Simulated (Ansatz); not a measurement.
SeH+, multiplicity 3 (lowest of 2S+1 = 1, 3, 5 at CCSD(T)/def2-TZVPP on PBE0 minima; our sources give no spin for the ground state, which may be another), most abundant isotopes (1.0078 and 79.9165 u). Constants from fifth-degree fits in 1/R to seven points on the lowest solution found; no spin–orbit coupling, no relativity up to Kr; ω_e x_e and α_e move by some per cent with the fit.

Correlated levels freeze the inner cores; with def2 sets outer-core shells near the valence are correlated too. CBS: X⁻³ extrapolation of the correlation energy, Hartree–Fock from the larger set.

Run with Ansatz (a program for electronic structure). Each number belongs to the level named beside it.

| level | r_e (Å) | ω_e (cm⁻¹) | ω_e x_e (cm⁻¹) | α_e (cm⁻¹) |
|---|---|---|---|---|
| PBE/def2-TZVPP | 1.5053 | 2252.8 | 39.8 | 0.214 |
| CCSD(T)/CBS(def2-TZVPP, def2-QZVPP) | 1.4816 | 2347.1 | 40.0 | 0.215 |

Task: Derive the rotational constants, the centrifugal constant, the fundamental, the zero-point energy and the force constant.

Result: 
μ = 0.99527 u.
- PBE/def2-TZVPP: B_e = 16.8576/(μ r_e²) = 7.4745 cm⁻¹; B₀ = B_e − α_e/2 = 7.3676 cm⁻¹; D = 4B_e³/ω_e² = 3.29e-04 cm⁻¹; fundamental ω_e − 2ω_e x_e = 2173 cm⁻¹; zero-point energy ω_e/2 − ω_e x_e/4 = 1116 cm⁻¹; k = μ(2πcω_e)² = 298 N/m
- CCSD(T)/CBS(def2-TZVPP, def2-QZVPP): B_e = 16.8576/(μ r_e²) = 7.7164 cm⁻¹; B₀ = B_e − α_e/2 = 7.6088 cm⁻¹; D = 4B_e³/ω_e² = 3.34e-04 cm⁻¹; fundamental ω_e − 2ω_e x_e = 2267 cm⁻¹; zero-point energy ω_e/2 − ω_e x_e/4 = 1164 cm⁻¹; k = μ(2πcω_e)² = 323 N/m
